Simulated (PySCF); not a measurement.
C₅H₁₀, SMILES CC1(C)CC1. Geometry optimised at PBE-D3(BJ)/def2-SVP.

Computed with PBE-D3(BJ)/def2-SVP in PySCF.

Harmonic wavenumbers (cm⁻¹): 216, 240, 320, 347, 357, 383, 691, 758, 847, 851, 920, 936, 939, 994, 1013, 1019, 1064, 1108, 1130, 1276, 1309, 1352, 1357, 1383, 1400, 1414, 1420, 1424, 1459, 2953, 2957, 3034, 3035, 3052, 3054, 3055, 3058, 3141, 3151. Rotational constants (GHz): 6.101, 5.130, 3.766; symmetry number 2.

Work out the zero-point energy and the ideal-gas rigid-rotor harmonic-oscillator thermochemistry at 298.15 K and 1 atm.

ZPE = ½ Σ hcν = ½ × 58417 cm⁻¹ = 349.41 kJ/mol. H − E(el) = 367.79 kJ/mol. Entropy in J/(mol K): translation 161.76, rotation 100.57, vibration 43.41, total 305.74. G − E(el) = 276.64 kJ/mol. Cp = 104.67 J/(mol K).
